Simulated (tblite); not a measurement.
Species: C6H11FO2Si.
Atom-mapped SMILES: `[CH2:1]=[CH:2][CH2:3][C@@H:4]([CH2:5][F:6])[C:7](=[O:8])[O:9][SiH3:10]` (hydrogens: H11, H12 on C1; H13 on C2; H14, H15 on C3; H16 on C4; H17, H18 on C5; H19, H20, H21 on Si10)

Computed geometry: GFN2-xTB, gas phase.

Question: What internal coordinates does the optimisation give?

Answer: 
```json
{"bond": "C1=C2", "length (bohr)": "2.494", "order": "double"}
{"bond": "C2–C3", "length (bohr)": "2.828", "order": "single"}
{"bond": "C3–C4", "length (bohr)": "2.909", "order": "single"}
{"bond": "C4–C5", "length (bohr)": "2.886", "order": "single"}
{"bond": "C5–F6", "length (bohr)": "2.593", "order": "single"}
{"bond": "C4–C7", "length (bohr)": "2.870", "order": "single"}
{"bond": "C7=O8", "length (bohr)": "2.273", "order": "double"}
{"bond": "C7–O9", "length (bohr)": "2.490", "order": "single"}
{"bond": "O9–Si10", "length (bohr)": "3.156", "order": "single"}
{"bond": "C1–H11", "length (bohr)": "2.034", "order": "single"}
{"bond": "C1–H12", "length (bohr)": "2.037", "order": "single"}
{"bond": "C2–H13", "length (bohr)": "2.046", "order": "single"}
{"bond": "C3–H14", "length (bohr)": "2.067", "order": "single"}
{"bond": "C3–H15", "length (bohr)": "2.063", "order": "single"}
{"bond": "C4–H16", "length (bohr)": "2.067", "order": "single"}
{"bond": "C5–H17", "length (bohr)": "2.068", "order": "single"}
{"bond": "C5–H18", "length (bohr)": "2.068", "order": "single"}
{"bond": "Si10–H19, Si10–H20, Si10–H21", "length (bohr)": "2.752", "order": "single"}
```

Bonds in one row agree within 0.02 bohr and their mean is given. Orders are formal, as drawn. A selection of angles:
```json
{"angle": "C2–C1–H11", "degrees": "122.1"}
{"angle": "C2–C1–H12", "degrees": "121.6"}
{"angle": "H11–C1–H12", "degrees": "116.3"}
{"angle": "C1–C2–C3", "degrees": "124.2"}
{"angle": "C1–C2–H13", "degrees": "120.4"}
{"angle": "C3–C2–H13", "degrees": "115.3"}
{"angle": "C2–C3–C4", "degrees": "111.6"}
{"angle": "C2–C3–H14", "degrees": "109.2"}
{"angle": "C2–C3–H15", "degrees": "110.5"}
{"angle": "C4–C3–H14", "degrees": "108.3"}
{"angle": "C4–C3–H15", "degrees": "108.9"}
{"angle": "H14–C3–H15", "degrees": "108.3"}
{"angle": "C3–C4–C5", "degrees": "110.3"}
{"angle": "C3–C4–C7", "degrees": "108.7"}
{"angle": "C3–C4–H16", "degrees": "110.5"}
{"angle": "C5–C4–C7", "degrees": "108.9"}
{"angle": "C5–C4–H16", "degrees": "109.5"}
{"angle": "C7–C4–H16", "degrees": "109.0"}
{"angle": "C4–C5–F6", "degrees": "110.2"}
{"angle": "C4–C5–H17", "degrees": "111.1"}
{"angle": "C4–C5–H18", "degrees": "110.7"}
{"angle": "F6–C5–H17", "degrees": "106.9"}
{"angle": "F6–C5–H18", "degrees": "107.2"}
{"angle": "H17–C5–H18", "degrees": "110.7"}
{"angle": "C4–C7–O8", "degrees": "123.5"}
{"angle": "C4–C7–O9", "degrees": "113.7"}
{"angle": "O8–C7–O9", "degrees": "122.8"}
{"angle": "C7–O9–Si10", "degrees": "121.2"}
{"angle": "O9–Si10–H19", "degrees": "108.8"}
{"angle": "O9–Si10–H20", "degrees": "97.5"}
{"angle": "O9–Si10–H21", "degrees": "108.3"}
{"angle": "H19–Si10–H20", "degrees": "114.7"}
{"angle": "H19–Si10–H21", "degrees": "112.3"}
{"angle": "H20–Si10–H21", "degrees": "113.9"}
```

Dihedral angles: C1–C2–C3–C4 -118° (anticlinal); C2–C3–C4–C5 63° (synclinal); C3–C4–C5–F6 -170° (antiperiplanar); C3–C4–C7–O8 -66° (synclinal); C4–C7–O9–Si10 178° (antiperiplanar).

O9 (oxygen singly bound to a carbonyl carbon) is bent (angle 121.2°). Si10 (oxygen-bound silicon) is distorted tetrahedral (angles from 97.5° to 114.7°). Of the pairs four or more bonds apart, C2···H17 is among the closest relative to their van der Waals radii: 2.61 Å, 90 % of the sum of Bondi's values. The 5 C–C bonds span 1.320 Å (C1=C2, drawn double) to 1.539 Å (C3–C4, drawn single), a spread of 0.219 Å. The C–O distances run from 1.203 Å (C7=O8, drawn double) to 1.318 Å (C7–O9, drawn single), a spread of 0.115 Å.

Point group: C1 (no symmetry element, even within 0.4 Å). Its lowest GFN2-xTB frequency is 12 cm⁻¹, too small to tell a flat minimum from a shallow saddle. The numbers are those of one conformer.

Hardware: one thread, Arm Neoverse N1 (aarch64), shared host with 64 logical CPUs at a one-minute load of 57. Cost: 1.5 s wall. These figures are those of the optimisation.
